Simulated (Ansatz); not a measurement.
A calculation with Ansatz (development build ahead of 0.2.0).

```yaml
crystal:
  periodic: [false, false, false]
  atoms:
    - { symbol: H, position_ang: [0.99001, 1.0e-05, -3.0e-05] }
    - { symbol: H, position_ang: [0.495, 0.85738, 2.0e-05] }
    - { symbol: H, position_ang: [-0.495, 0.85738, -1.0e-05] }
    - { symbol: H, position_ang: [-0.99001, 4.0e-05, 5.0e-05] }
    - { symbol: H, position_ang: [-0.495, -0.85736, -1.0e-05] }
    - { symbol: H, position_ang: [0.49499, -0.85739, -2.0e-05] }
basis:
  gaussian: { orbitals: cc-pVDZ }
magnetization:
  spin_polarized: true
  initial_magnetization: 2
hamiltonian:
  xc: hf
output:
  forces: true
```

The input is written out in the form of the current development build from the run's settings.

Results

* Converged: yes
* Total energy: -2.97319 hartree
* Spin squared of the determinant: 2.073
* Stability test: minimum

Forces (eV/Å):
| atom | Fx | Fy | Fz |
| --- | --- | --- | --- |
| H1 | 3.241 | -6.549 | 0.000 |
| H2 | -4.052 | 6.081 | 0.000 |
| H3 | -0.295 | 0.514 | 0.000 |
| H4 | -3.241 | 6.548 | 0.000 |
| H5 | 4.053 | -6.081 | 0.000 |
| H6 | 0.294 | -0.514 | 0.000 |

Caution: the determinant breaks the point group.
